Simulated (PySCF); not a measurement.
Coordinates in bohr (charge 0 multiplicity 1):
```
Be    0.0000    0.0000    0.0000
Br    3.7001    0.0000    0.0000
Br   -3.7001    0.0000    0.0000
```

These are results of B3LYP in PySCF with Be def2-TZVP, Br def2-TZVP; no relativity; density-fitted integrals, not measurements.

This geometry of BeBr₂ is a stationary point at this level.

Q: What is the point group?

A: D∞h.

Q: Is it a minimum?

A: Yes: all harmonic wavenumbers are real.

Q: List the harmonic modes with their infrared intensities.

A: 
```tsv
symmetry	ω (cm⁻¹)	IR (km/mol, summed over degenerate members)
πu	218	49.1
σg+	237	0.0
σu+	986	400
```

Q: Give the ideal-gas entropy at 298.15 K and 1 bar by parts.

A: translation 172.7, rotation 76.7, vibration 24.6, spin 0.0; total 273.9 J/(mol K).

In D∞h the vibrations span πu + σg+ + σu+. The σg+ mode carries no infrared intensity, as symmetry demands. With a centre of inversion only u modes can be infrared active and only g modes Raman active.
